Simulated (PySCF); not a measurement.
# Correlation energy of Ar⁺ (argon, charge +1)

[Ne] 3s2 3p4 4s1, high-spin 4P determinant (an excited configuration). Computed with PySCF 2.14 in dyall-av2z (13s9p2d, 50 functions), with the non-relativistic Hamiltonian (point nucleus). Frozen: [Ne]; 7 electrons correlated; the 16 highest virtual orbitals of each spin left out.

```
  level  correlation energy (mhartree)
   CCSD                        -136.59
    (T)                          -2.11
CCSD(T)                        -138.70
  CCSDT                        -139.04
```

Diagnostics: T1 = 0.0080, D1 = 0.0226, largest double amplitude 0.042.

**Question.** Is a single reference adequate?

**Answer.** Yes: T1 lies below 0.03 and no double amplitude reaches 0.07.
